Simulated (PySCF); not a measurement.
C₂HF₃O₂, SMILES O=C(C(F)(F)F)O. The structure is a stationary point at B3LYP-D3(BJ)/def2-SVP. One conformer was computed; it need not be the lowest.

### Question
Give the equilibrium geometry at B3LYP-D3(BJ)/def2-SVP (PySCF confirms it by a frequency run) as bond lengths and angles, and its point group. (The exact figures need the calculation; the answer reports its results.)

### Answer
Several could match; the one computed here: point group Cs.
Atoms: O1 C2 O3 C4 F5 F6 F7 H8. Bonded distances (Å): O1–C2 1.334, O1–H8 0.973, C2–O3 1.197, C2–C4 1.546, C4–F5 1.338, C4–F6 1.327, C4–F7 1.338. Angles (°): C2–O1–H8 107.7, O1–C2–O3 126.2, O1–C2–C4 110.0, O3–C2–C4 123.8, C2–C4–F5 110.2, C2–C4–F6 110.2, C2–C4–F7 110.2, F5–C4–F6 108.8, F5–C4–F7 108.4, F6–C4–F7 108.8.
Charge 0, spin multiplicity 1.
